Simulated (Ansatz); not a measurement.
Dissociation curve of BH, singlet.

- RHF/cc-pVQZ (Ansatz, a program for electronic structure)
- RMP2 = MP2 on RHF/cc-pVQZ, frozen core run with Ansatz
- UHF/cc-pVQZ (Ansatz)
- UMP2 = MP2 on UHF/cc-pVQZ, frozen core (Ansatz)
- UCCSD = CCSD on UHF/cc-pVQZ, frozen core run with Ansatz
- UCCSD(T) = CCSD(T) on UHF/cc-pVQZ, frozen core run with Ansatz
- RKS-PBE = restricted PBE/cc-pVQZ (Ansatz)
- UKS-PBE = unrestricted PBE/cc-pVQZ (Ansatz)
- RKS-CAM-B3LYP = Ansatz with restricted CAM-B3LYP/cc-pVQZ
- UKS-CAM-B3LYP = unrestricted CAM-B3LYP/cc-pVQZ (Ansatz)
- FCI = full CI/cc-pVQZ, frozen core (Ansatz)

All curves are set to zero at 1.24 Å and compared with full CI in the same basis at 1.24, 1.29, 1.32, 1.36, 1.46, 1.54, 1.65, 1.89, 2.06, 2.24, 2.49, 2.73, 3.01, 3.31, 3.79, 4.37, 5.03 Å.

### Question
Order the methods by the spread of their error (largest minus smallest) over these points.

### Answer
UKS-PBE has the smallest spread and RHF the largest. In order (kJ/mol): UKS-PBE 12.18, UCCSD(T) 12.53, UCCSD 19.08, UKS-CAM-B3LYP 28.85, UMP2 75.90, RKS-PBE 116.29, UHF 118.03, RMP2 158.28, RKS-CAM-B3LYP 235.77, RHF 331.13.

Errors against full CI at some of the points (kJ/mol):

```json
[
 {"method": "UKS-PBE", "1.54 Å": "-7.4", "1.89 Å": "-12.2", "2.49 Å": "-2.3", "3.01 Å": "-6.0", "5.03 Å": "-11.7"},
 {"method": "UCCSD(T)", "1.54 Å": "-0.1", "1.89 Å": "0.4", "2.49 Å": "8.9", "3.01 Å": "10.9", "5.03 Å": "-0.6"},
 {"method": "UCCSD", "1.54 Å": "1.0", "1.89 Å": "3.8", "2.49 Å": "16.3", "3.01 Å": "11.0", "5.03 Å": "-2.8"},
 {"method": "UKS-CAM-B3LYP", "1.54 Å": "3.8", "1.89 Å": "12.8", "2.49 Å": "19.6", "3.01 Å": "3.7", "5.03 Å": "-4.1"},
 {"method": "UMP2", "1.54 Å": "9.0", "1.89 Å": "31.6", "2.49 Å": "21.1", "3.01 Å": "-10.9", "5.03 Å": "-30.4"},
 {"method": "RKS-PBE", "1.54 Å": "-8.6", "1.89 Å": "-13.4", "2.49 Å": "-2.4", "3.01 Å": "23.8", "5.03 Å": "102.9"},
 {"method": "UHF", "1.54 Å": "16.8", "1.89 Å": "40.4", "2.49 Å": "-12.0", "3.01 Å": "-54.1", "5.03 Å": "-77.6"},
 {"method": "RMP2", "1.54 Å": "7.0", "1.89 Å": "20.2", "2.49 Å": "56.2", "3.01 Å": "98.4", "5.03 Å": "138.8"},
 {"method": "RKS-CAM-B3LYP", "1.54 Å": "3.6", "1.89 Å": "12.5", "2.49 Å": "45.8", "3.01 Å": "91.7", "5.03 Å": "235.8"},
 {"method": "RHF", "1.54 Å": "11.1", "1.89 Å": "30.9", "2.49 Å": "80.8", "3.01 Å": "140.2", "5.03 Å": "331.1"}
]
```

The restricted form behind RHF, RMP2, RKS-PBE, RKS-CAM-B3LYP keeps the bonding electrons paired and can't separate into open-shell fragments. The T1 diagnostic of CCSD on the restricted reference of RMP2 exceeds 0.045 at 2.49 to 5.03 Å. The unrestricted determinant behind UHF, UMP2, UCCSD, UCCSD(T) is spin-contaminated at 0.98 to 5.03 Å (<S²> up to 1.0, against 0.00 for a pure singlet). The unrestricted determinant behind UKS-PBE is spin-contaminated at 0.98 to 1.46, 2.49 to 5.03 Å (<S²> up to 1.0, against 0.00 for a pure singlet). The unrestricted determinant behind UKS-CAM-B3LYP is spin-contaminated at 0.98 to 1.36, 2.24 to 5.03 Å (<S²> up to 1.0, against 0.00 for a pure singlet).
